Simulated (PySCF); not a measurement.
A geometry optimisation on `O[Si@@H]([Se][SiH3])[SiH3]`.

Computed with PBE0-D3(BJ)/def2-SVP geometry optimisation, gas phase (PySCF 2.14.0). Start geometry: GFN2-xTB. A driver script takes a list of jobs; this job's settings line and coordinates (Å) are shown.

Command:
```bash
OMP_NUM_THREADS=1 python probes_run.py task.json out
```

Input:
```
{"job": {"xc": "PBE0", "basis": "def2-SVP", "d3": "d3bj", "grid": 1, "shake": 0.01, "kind": "geom"}, "charge": 0, "multiplicity": 1}
O     -1.649300    -2.142000    -0.039170
Si    -0.684920    -0.911090     0.374330
Si    -1.917090     1.015910    -0.030850
Se     1.258930    -1.173290    -0.968430
Si     2.561880     0.485980    -0.235710
H     -1.347300    -2.964780    -0.327390
H     -0.128510    -1.165830     1.718750
H     -1.047570     2.219120     0.139320
H     -2.985410     1.114410     0.973090
H     -2.484030     1.081370    -1.353220
H      3.749160     0.387580    -1.039780
H      2.852800     0.270290     1.195680
H      1.827190     1.765440    -0.416960
```

Output:
```
step   0  E = -3348.78159248  max force = 0.040139
step   1  E = -3348.79238282  max force = 0.008054
step   2  E = -3348.79343559  max force = 0.003931
step   3  E = -3348.79441855  max force = 0.004952
step   4  E = -3348.79497915  max force = 0.007788
step   5  E = -3348.79548502  max force = 0.005638
step   6  E = -3348.79593448  max force = 0.001450
step   7  E = -3348.79604926  max force = 0.000910
step   8  E = -3348.79612892  max force = 0.000902
step   9  E = -3348.79614107  max force = 0.000611
step  10  E = -3348.79616252  max force = 0.000597
step  11  E = -3348.79616546  max force = 0.000627
step  12  E = -3348.79618353  max force = 0.000394
step  13  E = -3348.79620084  max force = 0.000283
step  14  E = -3348.79621046  max force = 0.000317
optimisation converged
```

Energies in Eh; «max force» is the largest Cartesian gradient component in Eh/bohr.

Q: How much energy does the optimisation release, in eV?

A: E(step 0) − E(last step) = 0.014618 Eh, which is 0.398 eV.

Q: Give the first gradient maximum in eV/Å.

A: With 1 Eh/bohr = 51.422 eV/Å, 2.064 eV/Å.

In short: final energy -3348.79621 Eh after 14 steps; dipole 1.48 D.

Q: Where do the atoms end?

A: 0.684 Å rms from the input after alignment:
```
atom  x, y, z in Å
O1    -1.3939   -2.0661    0.2177
Si2   -0.6124   -0.5958    0.2025
Si3   -2.2441    1.0215   -0.2134
Se4    0.9700   -0.5386   -1.4663
Si5    2.6494    0.1853   -0.0963
H6    -0.8303   -2.8468    0.2585
H7     0.1418   -0.3435    1.4753
H8    -1.5959    2.3683   -0.1925
H9    -3.3245    0.9831    0.8195
H10   -2.8374    0.7802   -1.5629
H11    3.8350    0.3990   -0.9747
H12    2.9638   -0.8326    0.9493
H13    2.2824    1.4684    0.5726
```

Hardware: one thread, Arm Neoverse V1 (aarch64), shared host with 32 logical CPUs at a one-minute load of 28.
Labels such as C1 count atoms from 1, the log's own numbers from 0.
